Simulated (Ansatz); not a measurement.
A nudged elastic band was laid between two geometries of CH3O2Si (7 atoms, charge 1, multiplicity 1).

Level of theory: RKS B3LYP-D4/def2-SVP (Ansatz 0.2.0).

```json
{"movable images": "5", "climbing image": "yes", "spring": "5.0 eV/Å²", "optimiser": "quadratic models (default)", "start path": "IDPP", "force threshold": "0.05 eV/Å", "iteration limit": "60", "end points": "relaxed"}
```

First end point:

```xyz
7
Properties=species:S:1:pos:R:3
O -1.213 -0.202 3.177
Si -0.580 -0.035 1.808
C 0.558 0.239 -0.680
O 0.227 -0.748 -1.408
H 0.062 1.216 -0.772
H 1.523 0.145 -0.168
H -0.577 -0.616 -1.955
```

Last end point:

```xyz
7
Properties=species:S:1:pos:R:3
O -1.222 -0.195 3.173
Si -0.621 0.000 1.793
C 0.449 0.344 -0.715
O -0.251 -0.292 -1.563
H 0.198 1.405 -0.597
H 1.401 -0.055 -0.338
H 0.047 -1.207 -1.753
```

(1) What changes between the two ends?

(2) Give the energies along the band, and the barrier.

(3) What is the geometry of the highest image?

(4) What are the harmonic wavenumbers there?

The band took 40 iterations and of the order of 7 core-minutes.

Results:

(1) No bond is made or broken. The dihedral H6–C3–O4–H7 goes from -172 to 9°. The two ends are copies of one structure, up to a mirror image or an exchange of like atoms.

(2) It converged. The highest image is number 3 of 0 to 6, 0.62 eV above the ends, which have the same energy within 2 meV. A vibrational analysis at the climbing image gives one clearly imaginary mode, 690i cm⁻¹: a first-order saddle point. Limits of this set-up: the dipole of an ion depends on the origin.

```json
{"image": "0", "path coordinate (Å)": "0.00", "energy (eV)": "0.00", "dihedral H6–C3–O4–H7 (°)": "-172"}
{"image": "1", "path coordinate (Å)": "0.47", "energy (eV)": "0.03", "dihedral H6–C3–O4–H7 (°)": "-170"}
{"image": "2", "path coordinate (Å)": "0.93", "energy (eV)": "0.28", "dihedral H6–C3–O4–H7 (°)": "167"}
{"image": "3", "path coordinate (Å)": "1.40", "energy (eV)": "0.62", "dihedral H6–C3–O4–H7 (°)": "117"}
{"image": "4", "path coordinate (Å)": "1.87", "energy (eV)": "0.28", "dihedral H6–C3–O4–H7 (°)": "60"}
{"image": "5", "path coordinate (Å)": "2.33", "energy (eV)": "0.03", "dihedral H6–C3–O4–H7 (°)": "20"}
{"image": "6", "path coordinate (Å)": "2.80", "energy (eV)": "0.00", "dihedral H6–C3–O4–H7 (°)": "9"}
```

(3) 
```xyz
7
Properties=species:S:1:pos:R:3
O -1.105 -0.301 2.666
Si -0.443 -0.048 1.333
C 0.430 0.293 -0.412
O 0.038 -0.387 -1.509
H 0.261 1.389 -0.482
H 1.486 0.102 -0.122
H -0.667 -1.048 -1.474
```

(4) 690i, 95, 135, 302, 450, 780, 994, 1190, 1251, 1299, 1320, 1459, 2968, 3026, 3830 cm⁻¹.

Time of the run: 7.1 min on 1 thread of Arm Neoverse V1 (shared host), peak memory 0.14 GiB.
